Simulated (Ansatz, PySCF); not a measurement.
Spin states of CrF2 (SMILES [F][Cr][F]), each relaxed with B3LYP-D3(BJ)/def2-TZVP.
State 1 (charge 0, multiplicity 5):
```xyz
3

Cr     0.322     0.226     0.151
F     -0.379     1.136    -1.204
F      0.024    -1.315     0.983
```
State 2 (charge 0, multiplicity 1):
```json
[
 {"atom": "Cr", "x (Å)": "0.3039", "y (Å)": "0.2149", "z (Å)": "0.1417"},
 {"atom": "F", "x (Å)": "-0.3660", "y (Å)": "1.1168", "z (Å)": "-1.1768"},
 {"atom": "F", "x (Å)": "0.0289", "y (Å)": "-1.2843", "z (Å)": "0.9647"}
]
```

Singlets are restricted, other states unrestricted; no spin–orbit coupling, no relativity up to Kr; see below for the cores. The largest T1 diagnostic is 0.044.

Correlated levels freeze the inner cores; with def2 sets outer-core shells near the valence are correlated too.

Run with Ansatz (an electronic-structure program); PySCF for the dispersion terms. Each number belongs to the level named beside it.

```tsv
level	energy of the multiplicity-1 state less that of the multiplicity-5 state (kcal/mol)
SVWN5/def2-TZVPP	62.86
r2SCAN/def2-TZVPP	76.08
r2SCAN-D4/def2-TZVPP	76.08
r2SCANh/def2-TZVPP	[?]
PBE0-D3(BJ)/def2-TZVPP	76.53
BHLYP-D4/def2-TZVPP	75.81
CAM-B3LYP-D3(BJ)/def2-TZVPP	66.69
wB97M-V/def2-TZVPP	[?]
B2PLYP-D3(BJ)/def2-TZVPP	67.53
```

What belongs in the gaps?


- r2SCANh/def2-TZVPP, energy of the multiplicity-1 state less that of the multiplicity-5 state (kcal/mol): 79.90
- wB97M-V/def2-TZVPP, energy of the multiplicity-1 state less that of the multiplicity-5 state (kcal/mol): 58.94

Doubts at one or more of the structures used: a restricted determinant that unrestricted orbitals would lower (B2PLYP-D3(BJ)/def2-TZVPP).
